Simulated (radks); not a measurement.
Coulomb parameter of the 4d shell of the niobium ion Nb3+ in the model configuration [Kr] 4d1 5s1, as a second difference U = [E(n + 1) + E(n - 1) - 2 E(n)] / (1)^2 with all orbitals relaxed. "Bare": the charge of the atom changes with n. "Screened": the 5s shell takes up the change at fixed total charge, which measures U(4d,4d) + U(5s,5s) - 2 U(4d,5s). Calculated with a radial shooting solver on a logarithmic mesh with Libxc functionals: scalar-relativistic Kohn-Sham, PBEsol, spin-unpolarised, spherical densities, point nucleus.

case         configuration  E - E(n) (eV)
start         [Kr] 4d1 5s1          0.000
bare +1       [Kr] 4d2 5s1        -27.679
bare -1           [Kr] 5s1         40.228
screened +1       [Kr] 4d2         -5.825
screened -1       [Kr] 5s2          7.170

U(bare) = 12.549 eV, U(screened by 5s) = 1.345 eV, against the Slater integral F0(4d,4d) = 14.842 eV with frozen orbitals.
